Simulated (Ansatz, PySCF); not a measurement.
Gas-phase reaction (SMILES): O[Si](O)(Cl)Cl → O[Si](Cl)Cl + [OH] (HO); the O-Si bond at the site shown breaks (other sites are not compared here).

Geometries: B3LYP-D3(BJ)/def2-TZVP minima from Ansatz (an electronic-structure program), one conformer each, not searched for the lowest. Correlated levels leave the core frozen unless marked. Open shells are spin-unrestricted. Spin-orbit coupling is left out. Non-relativistic. Basis-set limits of correlation are two-point, X^-3; Hartree-Fock from the larger set. Thermal terms are rigid-rotor harmonic-oscillator values from B3LYP-D3(BJ) frequencies (Ansatz or PySCF) at 298.15 K and 1 atm. 1 Eh = 627.5095 kcal/mol.

```json
[
 {"species": "O[Si](O)(Cl)Cl", "E, CCSD(T)/CBS(cc-pV(T+d)Z,cc-pV(Q+d)Z) (Ansatz) (Eh)": "-1360.39476", "E, PBE-D3(BJ)/def2-TZVPD (Ansatz + dftd3) (Eh)": "-1361.19615", "H - E (Eh)": "0.03995"},
 {"species": "O[Si](Cl)Cl", "E, CCSD(T)/CBS(cc-pV(T+d)Z,cc-pV(Q+d)Z) (Ansatz) (Eh)": "-1284.50045", "E, PBE-D3(BJ)/def2-TZVPD (Ansatz + dftd3) (Eh)": "-1285.30620", "H - E (Eh)": "0.02347"},
 {"species": "[OH] (HO)", "E, CCSD(T)/CBS(cc-pV(T+d)Z,cc-pV(Q+d)Z) (Ansatz) (Eh)": "-75.67420", "E, PBE-D3(BJ)/def2-TZVPD (Ansatz + dftd3) (Eh)": "-75.68460", "H - E (Eh)": "0.01169"}
]
```

### Question
Work out ΔE and ΔH at 298.15 K at the first level, then ΔH at the second.

### Answer

1. ΔE = [(-1284.50045) + (-75.67420)] - [(-1360.39476)] = 0.22011 Eh = 138.1 kcal/mol at CCSD(T)/CBS(cc-pV(T+d)Z,cc-pV(Q+d)Z).
2. The terms H - E add up to -0.00479 Eh, so ΔH = (0.22011 + (-0.00479))×627.5095 = 135.1 kcal/mol.
3. At PBE-D3(BJ)/def2-TZVPD the same steps give ΔE = 128.9 and ΔH = 125.9 kcal/mol, a shift of -9.2 from the first level.
4. These values are not checked against measurement here, since the tables used lack a sound gas-phase enthalpy of formation for at least one species.
